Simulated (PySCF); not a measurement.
**Threshold energies of InCl in a plasma**

CCSD(T) in PySCF with def2-TZVPPD on every atom (core potentials on In), for the lowest determinant that a PBE0 search found; no spin–orbit coupling.

| species | state (unpaired electrons) | Re (Å) | ωe (cm⁻¹) | energy of the minimum from the neutral (eV) | De (eV) | dissociates to |
| --- | --- | --- | --- | --- | --- | --- |
| InCl | singlet (closed shell) | 2.414 | 317 | 0.00 | 4.50 | In + Cl |
| InCl⁺ | doublet (σ ↑) | 2.299 | 341 | 9.46 | 0.56 | In⁺ + Cl |
| InCl⁻ | doublet (π ↑) | 2.587 | 217 | -0.28 | 1.33 | In + Cl⁻ |

**Question.** Work out the lowest energy to break InCl into atoms, from its vibrational ground state.

**Answer.** D0 = De − ωe/2 = 4.50 − 0.02 = 4.48 eV (CCSD(T)/def2-TZVPPD).

**Question.** Work out the ionisation energy of the In atom at this level and the threshold of dissociative ionisation.

**Answer.** IE(In) = 9.46 + 0.56 − 4.50 = 5.52 eV, so In⁺ + Cl + e⁻ appears at D0 + IE(In) = 10.00 eV (CCSD(T)/def2-TZVPPD). The measured IE(In) is 5.786 eV (NIST ASD).

**Question.** Work out the electron affinity of the Cl atom and the threshold of dissociative attachment.

**Answer.** EA(Cl) = 4.50 − 1.33 − (-0.28) = 3.45 eV, so In + Cl⁻ needs D0 − EA(Cl) = 1.03 eV (CCSD(T)/def2-TZVPPD). The measured EA(Cl) is 3.613 eV.

**Question.** At which energy does ion-pair formation open?

**Answer.** In⁺ + Cl⁻ lies at D0 + IE(In) − EA(Cl) = 6.55 eV (CCSD(T)/def2-TZVPPD).

These are thermodynamic thresholds; the onsets seen under electron impact lie higher where the geometry changes, and cross-sections peak well above them.

Correlated steps freeze 9 core orbitals. These are scalar-relativistic numbers at best; spin–orbit coupling would shift them, the dissociation energy most. For an ion De counts to the pair picked by the measured ionisation energies or electron affinities, which need not be the lowest pair at this level. Where the molecule has an RHF reference, its open-shell atoms are computed with UHF. States were picked by a PBE0 search and need not be the measured ground states.
